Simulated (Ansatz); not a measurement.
`Cl[B@H-]1[OH+][B@H-](Cl)[OH+]1`, one more setting.

```yaml
crystal:
  periodic: [false, false, false]
  atoms:
    - {symbol: Cl, position_ang: [-1.790285, -1.453292, 1.012920]}
    - {symbol: B, position_ang: [-0.749187, 0.138126, 0.876539]}
    - {symbol: O, position_ang: [0.830843, -0.195485, 0.805452]}
    - {symbol: B, position_ang: [0.838083, 0.121125, -0.789380]}
    - {symbol: Cl, position_ang: [2.048482, 1.484574, -1.238405]}
    - {symbol: O, position_ang: [-0.685246, 0.671791, -0.647910]}
    - {symbol: H, position_ang: [-1.034048, 1.028401, 1.704955]}
    - {symbol: H, position_ang: [1.060262, -1.152867, 1.037061]}
    - {symbol: H, position_ang: [0.913668, -0.919325, -1.489088]}
    - {symbol: H, position_ang: [-1.345422, 0.223297, -1.269098]}
basis:
  gaussian: {orbitals: aug-cc-pVDZ}
hamiltonian: {xc: {name: RPBE}}
output: {forces: true}
```

```sh
$ ansatz run in.yaml --threads 4 --pin off --events-out ev --progress --plain --max-ram 10444MiB
```

It prints (some lines left out):

```
Functional definition: RPBE
  name "RPBE"
  cite "Hammer, Hansen & Nørskov, Phys. Rev. B 59, 7413 (1999) doi:10.1103/PhysRevB.59.7413"
  cite "Perdew, Burke & Ernzerhof, Phys. Rev. Lett. 77, 3865 (1996) doi:10.1103/PhysRevLett.77.3865"
  parameter kappa = 0.804
  parameter beta = 0.06672455060314922
  exchange = rpbe_x(kappa = kappa, mu = beta*pi^2/3)
  correlation = pbe_c(beta = beta)
1646 factors; their error is unknown
mean field evaluation 1: about -30551.4661 eV, gradient 6.6e1 eV
mean field evaluation 2: about -30518.1338 eV, gradient 1.5e2 eV
mean field evaluation 4: about -30559.9885 eV, gradient 5.4e0 eV
mean field evaluation 8: about -30560.0152 eV, gradient 1.7e-1 eV
mean field evaluation 16: about -30560.0153 eV, gradient 6.2e-5 eV
mean field -30560.01528182 eV, -1123.0598472844 hartree, gradient 6.2e-5 eV, S^2 0.000000; 0 other end points of the search recorded, 0 dependent functions left out
the calculation of the forces begins
reference -30560.01535346 eV, -1123.0598499174 hartree; 32, 32 occupied and 150, 150 virtual orbitals, 1646 factors
Total energy: -30560.01535346 eV, -1123.0598499174 hartree
Atom 0 at    -1.790285    -1.453292     1.012920 Å, force     0.582769     0.850300    -0.100535 eV/Å
Atom 1 at    -0.749187     0.138126     0.876539 Å, force    -0.188882    -0.209944     0.071831 eV/Å
Atom 2 at     0.830843    -0.195485     0.805452 Å, force    -0.278764    -0.808170    -0.194481 eV/Å
Atom 3 at     0.838083     0.121125    -0.789380 Å, force     0.160369    -0.249330    -0.315987 eV/Å
Atom 4 at     2.048482     1.484574    -1.238405 Å, force    -0.795784    -0.799612     0.352978 eV/Å
Atom 5 at    -0.685246     0.671791    -0.647910 Å, force    -0.276171    -0.809666    -0.192061 eV/Å
Atom 6 at    -1.034048     1.028401     1.704955 Å, force     0.258671    -0.687234    -0.679934 eV/Å
Atom 7 at     1.060262    -1.152867     1.037061 Å, force    -0.467605     1.377272    -0.478561 eV/Å
Atom 8 at     0.913668    -0.919325    -1.489088 Å, force    -0.053270     0.832248     0.552151 eV/Å
Atom 9 at    -1.345422     0.223297    -1.269098 Å, force     1.058667     0.504136     0.984599 eV/Å
Dipole moment:    -0.144352    -0.334361    -0.048946 e Å
```

It took 2.4 s on 4 threads of an Arm Neoverse V2 on a shared host, with 0.51 GiB of host memory at the peak.
